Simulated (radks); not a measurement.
Results of a calculation; reference values are marked as such.
The samarium ion Sm3+, 59 electrons, occupied as [Xe] 4f5. Code: a radial shooting solver on a logarithmic mesh with Libxc functionals. Model: scalar-relativistic Kohn-Sham, r2SCAN, spin-polarised, spherical densities, finite nucleus; open shells are filled with parallel spins first (spin-orbit coupling, left out, can overturn this in heavy ions); meta-GGA in the generalised Kohn-Sham scheme; Fermi nuclear charge, rms radius 5.0819 fm.

X-ray form factor f0, the Fourier transform of the density (f0(0) = 59):

sin(theta)/lambda (1/angstrom),f0 (electrons)
0.05,58.345
0.1,56.498
0.15,53.771
0.2,50.557
0.25,47.217
0.3,44.005
0.4,38.409
0.5,33.912
0.6,30.192
0.8,24.321
1,20.221
1.25,16.973
1.5,14.756
2,11.039
